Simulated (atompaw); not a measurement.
Pd: variants of one PAW (atompaw) potential

Base potential:

Pd (Z = 46), PAW, made with atompaw 4.2.0.5 (PBE, scalar-relativistic). Core [Ar] 3d10, reference 4s2 4p6 4d7 5s0 5p0 (charge +3). Waves: 4s (bound): rc 1.45 bohr; 5s (bound, empty): rc 2.00 bohr; 4p (bound): rc 1.55 bohr; 5p (bound, empty): rc 2.00 bohr; 4d (bound): rc 2.00 bohr; 4d channel at -2.15 Ry: rc 2.00 bohr. Local part: bessel scheme, radius 1.65 bohr. Core correction: smooth core density matched at 1.10 bohr. Augmentation charge: sinc compensation charge, radius 1.90 bohr; PAW radius 2.00 bohr; waves and projectors: custom polynom2 7 10 vanderbiltortho.

Cutoffs, loose and tight: the cutoffs (Ry, on a coarse ladder) from which the occupation-weighted sum of valence levels, in a spherical-Bessel basis at the reference potential, stays within 10 and 1 mRy of its value at 400 Ry. They see the waves, projectors and local potential, not the compensation charge or the core. A dash means not determined.

```csv
change,outcome,"cutoff, loose","cutoff, tight",bound ghosts
base,generated,35 Ry,200 Ry,none
"all radii scaled by about 0.75 (s 1.10, p 1.16, d 1.50 bohr); local potential bessel scheme, radius 1.24 bohr; augmentation sinc compensation charge, radius 1.44 bohr; PAW radius 1.50 bohr; waves and projectors: custom polynom2 7 10 vanderbiltortho; core correction smooth core density matched at 0.82 bohr",generated,260 Ry,over 300 Ry,none
"all radii scaled by about 0.82 (s 1.20, p 1.28, d 1.64 bohr); local potential bessel scheme, radius 1.36 bohr; augmentation sinc compensation charge, radius 1.56 bohr; PAW radius 1.64 bohr; waves and projectors: custom polynom2 7 10 vanderbiltortho; core correction smooth core density matched at 0.90 bohr",generated,200 Ry,over 300 Ry,none
"all radii scaled by about 1.06 (s 1.54, p 1.64, d 2.12 bohr); local potential bessel scheme, radius 1.76 bohr; augmentation sinc compensation charge, radius 2.02 bohr; PAW radius 2.12 bohr; waves and projectors: custom polynom2 7 10 vanderbiltortho; core correction smooth core density matched at 1.16 bohr",generated,25 Ry,140 Ry,none
"all radii scaled by about 1.14 (s 1.66, p 1.76, d 2.28 bohr); local potential bessel scheme, radius 1.88 bohr; augmentation sinc compensation charge, radius 2.16 bohr; PAW radius 2.28 bohr; waves and projectors: custom polynom2 7 10 vanderbiltortho; core correction smooth core density matched at 1.26 bohr",generated,25 Ry,100 Ry,none
"all radii scaled by about 1.27 (s 1.84, p 1.98, d 2.54 bohr); local potential bessel scheme, radius 2.10 bohr; augmentation sinc compensation charge, radius 2.42 bohr; PAW radius 2.54 bohr; waves and projectors: custom polynom2 7 10 vanderbiltortho; core correction smooth core density matched at 1.40 bohr",generated,35 Ry,70 Ry,none
```

(1) What comes out with this change to the base: all radii scaled by about 0.89 (s 1.30, p 1.38, d 1.78 bohr); local potential bessel scheme, radius 1.48 bohr; augmentation sinc compensation charge, radius 1.70 bohr; PAW radius 1.78 bohr; waves and projectors: custom polynom2 7 10 vanderbiltortho; core correction smooth core density matched at 0.98 bohr?

(2) What comes out with this change to the base: all radii scaled by about 1.23 (s 1.78, p 1.90, d 2.46 bohr); local potential bessel scheme, radius 2.02 bohr; augmentation sinc compensation charge, radius 2.34 bohr; PAW radius 2.46 bohr; waves and projectors: custom polynom2 7 10 vanderbiltortho; core correction smooth core density matched at 1.36 bohr?

Answers

(1) outcome: generated; cutoff, loose: 160 Ry; cutoff, tight: over 300 Ry; bound ghosts: none.

(2) outcome: generated; cutoff, loose: 35 Ry; cutoff, tight: 80 Ry; bound ghosts: none.

Reading the sweep of the scale of all radii (base = 1) (base included, trends over the rows without a ghost): The loose cutoff is not monotonic: lowest 25 Ry at 1.06, highest 260 Ry at 0.75.
